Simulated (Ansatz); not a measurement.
germylsilane (H₆GeSi), singlet, geometry from GFN2-xTB; B3LYP/cc-pVDZ in Ansatz (a first-principles code).

Input for Ansatz:
Ansatz 0.2 input:
```yaml
crystal:
  periodic: [false, false, false]
  atoms:
    - {symbol: Si, position_ang: [-1.56704071, 0.16693932, 0.03758954]}
    - {symbol: Ge, position_ang: [0.74957058, -0.07985294, -0.01798040]}
    - {symbol: H, position_ang: [-2.14643979, -0.68810588, 1.07390640]}
    - {symbol: H, position_ang: [-1.92532104, 1.55570653, 0.32693199]}
    - {symbol: H, position_ang: [-2.15072553, -0.20470937, -1.25157588]}
    - {symbol: H, position_ang: [1.24574300, -1.41299042, -0.49700975]}
    - {symbol: H, position_ang: [1.48093017, 0.88627488, -0.90376928]}
    - {symbol: H, position_ang: [1.44812445, 0.08196777, 1.30063566]}
basis:
  gaussian:
    orbitals: cc-pVDZ
hamiltonian:
  xc: b3lyp
```

Output, abridged:

```
Functional definition: B3LYP
766 factors; integrals over basis functions are off by at most 1.1e-3 eV
mean field evaluation 1: about -64493.6084 eV, gradient 1.1e1 eV
mean field evaluation 2: about -64494.0575 eV, gradient 3.7e0 eV
mean field evaluation 4: about -64494.1066 eV, gradient 7.3e-1 eV
mean field evaluation 8: about -64494.1531 eV, gradient 3.4e-3 eV
mean field -64494.15311254 eV, -2370.1164111788 hartree, gradient 1.1e-5 eV, S^2 0.000000; 0 other end points of the search recorded, 0 dependent functions left out
reference -64494.15338099 eV, -2370.1164210441 hartree; 26, 26 occupied and 49, 49 virtual orbitals, 766 factors
Total energy: -64494.15338099 eV, -2370.1164210441 hartree
```
